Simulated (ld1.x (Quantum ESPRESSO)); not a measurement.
**Reading a pseudo-wave (titanium (Ti))**

Columns: radius, all-electron u(r) and pseudo u(r) of the 4s shell (level -4.49 eV) of titanium in the configuration [Ne] 3s2 3p6 3d2 4s2 4p0; Wu–Cohen, scalar-relativistic, TM scheme, ld1.x (Quantum ESPRESSO) 7.5.

```tsv
r (bohr)	all-electron	pseudo
0.150	-0.1115	-0.0161
0.300	-0.1097	-0.0329
0.450	0.0772	-0.0510
0.600	0.2187	-0.0713
0.750	0.2621	-0.0944
0.900	0.2251	-0.1213
1.050	0.1397	-0.1526
1.200	0.0324	-0.1889
1.350	-0.0790	-0.2304
1.500	-0.1843	-0.2767
1.650	-0.2781	-0.3267
1.800	-0.3583	-0.3784
1.950	-0.4246	-0.4291
2.100	-0.4777	-0.4759
2.250	-0.5189	-0.5159
2.400	-0.5494	-0.5474
2.550	-0.5705	-0.5697
2.700	-0.5834	-0.5832
2.850	-0.5892	-0.5892
3.000	-0.5889	-0.5889
3.150	-0.5835	-0.5835
3.300	-0.5738	-0.5738
3.450	-0.5605	-0.5605
3.600	-0.5445	-0.5445
3.750	-0.5262	-0.5262
3.900	-0.5060	-0.5060
```

(1) How many radial nodes do the two functions have?

(2) At about which radius was the pseudo-wave matched?

(3) Where does each function peak?

(4) Is the pseudo-wave norm-conserving?

Results:

(1) The all-electron 4s function has n − l − 1 = 3 (the table is too coarse to show those close to the nucleus); the pseudo-wave has 0, since the states of the same l below it are removed with the core.

(2) 3.00 bohr. The columns agree to 0.0005 from 2.70 bohr on; several derivatives are matched, so the curves merge somewhat inside the radius.

(3) Outermost all-electron maximum near 2.85 bohr, pseudo maximum near 2.85 bohr (to the table’s step).

(4) Yes: the TM scheme keeps the norm inside the radius equal to the all-electron one, which fixes the energy derivative of the logarithmic derivative at the level.
